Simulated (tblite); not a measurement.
Compound: C₇H₉N.
SMILES with atom numbers: `[CH:1]#[C:2][C@H:3]1[CH2:4][CH2:5][CH2:6][CH:7]=[N:8]1` (hydrogens: H9 on C1; H10 on C3; H11, H12 on C4; H13, H14 on C5; H15, H16 on C6; H17 on C7)

Computed with GFN2-xTB (tblite), gas phase: Langevin dynamics at 600 K from the optimised GFN2-xTB geometry, time step 0.5 fs, friction 0.01 fs⁻¹, 2000 steps.

Start geometry:
```
atom  x, y, z in Å
C1      2.737    1.103    0.269
C2      1.830    0.798   -0.449
C3      0.682    0.429   -1.265
C4      0.254   -1.019   -0.971
C5     -0.411   -1.068    0.401
C6     -1.643   -0.166    0.385
C7     -1.348    1.131   -0.313
N8     -0.361    1.409   -1.035
H9      3.553    1.366    0.873
H10     0.971    0.534   -2.321
H11     1.125   -1.674   -1.005
H12    -0.455   -1.343   -1.737
H13     0.297   -0.707    1.150
H14    -0.688   -2.092    0.660
H15    -2.467   -0.651   -0.149
H16    -1.994    0.043    1.399
H17    -2.087    1.919   -0.194
```

The statistics below take the 31 frames saved every 25 fs from 250 to 1000 fs; their kinetic temperature (all 3N coordinates) averages 552 K.

**Question.** Give the mean, spread and extremes of the bond lengths.

**Answer.** 
```csv
bond,start (Å),mean (Å),standard deviation (Å),shortest (Å),longest (Å)
C1≡C2,1.196,1.202,0.022,1.162,1.250
C2–C3,1.456,1.467,0.049,1.357,1.591
C3–C4,1.538,1.552,0.045,1.470,1.623
C4–C5,1.525,1.521,0.048,1.413,1.651
C5–C6,1.527,1.536,0.037,1.450,1.620
C6–C7,1.502,1.505,0.044,1.423,1.601
C7=N8,1.254,1.261,0.024,1.204,1.319
C3–N8,1.450,1.464,0.052,1.359,1.622
C1–H9,1.049,1.057,0.035,0.989,1.129
C3–H10,1.099,1.087,0.072,0.942,1.173
C4–H11,1.091,1.098,0.050,1.016,1.217
C4–H12,1.093,1.102,0.045,1.033,1.222
C5–H13,1.093,1.098,0.042,1.026,1.211
C5–H14,1.092,1.102,0.050,1.009,1.214
C6–H15,1.096,1.094,0.037,1.025,1.182
C6–H16,1.092,1.103,0.041,1.035,1.201
C7–H17,1.086,1.093,0.029,1.035,1.170
```

**Question.** Give the same statistics for bond angles, one of each kind among heavy atoms.

**Answer.** 
```json
{"angle": "C1–C2–C3", "start (°)": "177.1", "mean (°)": "167.3", "standard deviation (°)": "5.7", "smallest (°)": "150.7", "largest (°)": "177.0"}
{"angle": "C2–C3–C4", "start (°)": "110.5", "mean (°)": "111.1", "standard deviation (°)": "5.2", "smallest (°)": "100.2", "largest (°)": "124.4"}
{"angle": "C2–C3–N8", "start (°)": "107.9", "mean (°)": "108.0", "standard deviation (°)": "7.1", "smallest (°)": "93.2", "largest (°)": "123.7"}
{"angle": "C4–C3–N8", "start (°)": "113.9", "mean (°)": "113.8", "standard deviation (°)": "4.3", "smallest (°)": "104.6", "largest (°)": "124.0"}
{"angle": "C3–C4–C5", "start (°)": "108.9", "mean (°)": "109.0", "standard deviation (°)": "3.2", "smallest (°)": "103.3", "largest (°)": "114.2"}
{"angle": "C4–C5–C6", "start (°)": "108.9", "mean (°)": "109.6", "standard deviation (°)": "5.0", "smallest (°)": "98.1", "largest (°)": "120.6"}
{"angle": "C5–C6–C7", "start (°)": "110.9", "mean (°)": "110.2", "standard deviation (°)": "4.1", "smallest (°)": "102.5", "largest (°)": "120.7"}
{"angle": "C6–C7–N8", "start (°)": "127.9", "mean (°)": "127.6", "standard deviation (°)": "3.7", "smallest (°)": "118.2", "largest (°)": "137.0"}
{"angle": "C3–N8–C7", "start (°)": "120.5", "mean (°)": "120.0", "standard deviation (°)": "4.8", "smallest (°)": "111.2", "largest (°)": "130.4"}
```

**Question.** How far does each atom move about its mean position (frames aligned on the start, all atoms weighted alike), and what rms force does it feel?

**Answer.** 
| atom | rms displacement (Å) | rms force (eV/Å) |
| --- | --- | --- |
| C1 | 0.34 | 2.78 |
| C2 | 0.18 | 2.57 |
| C3 | 0.17 | 3.71 |
| C4 | 0.15 | 2.65 |
| C5 | 0.14 | 2.97 |
| C6 | 0.19 | 2.64 |
| C7 | 0.16 | 2.43 |
| N8 | 0.23 | 2.44 |
| H9 | 0.54 | 1.35 |
| H10 | 0.21 | 3.13 |
| H11 | 0.33 | 1.61 |
| H12 | 0.27 | 1.46 |
| H13 | 0.32 | 1.32 |
| H14 | 0.28 | 1.59 |
| H15 | 0.36 | 1.27 |
| H16 | 0.43 | 1.35 |
| H17 | 0.27 | 1.06 |

The displacements run from 0.14 to 0.54 Å, the largest at H9.

**Question.** How widely does the potential energy scatter, against a harmonic estimate?

**Answer.** Mean 1.20 eV above the start, standard deviation 0.245 eV, range 0.76 to 2.00 eV. For 45 classical harmonic modes at 600 K the canonical values are 45kT/2 = 1.16 eV and kT·√(45/2) = 0.245 eV.

The run is classical and short, so these are rough statistics of one trajectory.

What follows is the cost of the whole dynamics run. Time: 10 s wall; peak memory 0.19 GiB. Hardware: Arm Neoverse V2, one thread (shared host).
